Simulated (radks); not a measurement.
Ionisation of the fluorine ion F2+, [He] 2s2 2p3, to [He] 2s2 2p2 as the strength of local exchange is varied. Method: Dirac Kohn-Sham, Slater X-alpha exchange (alpha = 2/3 is LDA exchange), no correlation, spin-unpolarised, spherical densities, finite nucleus; open shells fill j = l - 1/2 first; Fermi nuclear charge, rms radius 2.8976 fm; computed with a radial shooting solver on a logarithmic mesh with Libxc functionals.

alpha  E(F2+) (hartree)  exchange (hartree)  IE (eV)  -e of the level emptied (eV)  <r> of it (bohr)
0.667         -96.53883            -7.95942   58.927                47.355 (2p3/2)            0.9006
0.828         -98.47395           -10.02344   63.215                51.407 (2p3/2)            0.8760
0.844         -98.66778           -10.23158   63.650                51.818 (2p3/2)            0.8736
0.875         -99.04410           -10.63642   64.496                52.621 (2p3/2)            0.8691
0.877         -99.06841           -10.66261   64.551                52.673 (2p3/2)            0.8688
0.881         -99.11706           -10.71502   64.661                52.777 (2p3/2)            0.8682

NIST Atomic Spectra Database: 62.708 eV (semi-empirical). The Delta-SCF value meets it near alpha = 0.81. Spin polarisation and multiplet splitting are left out, so open shells lie too high by an amount that depends on their filling.

Beside tabulated values, note that spin-unpolarised runs miss the spin-polarisation part of the exchange energy of open shells.
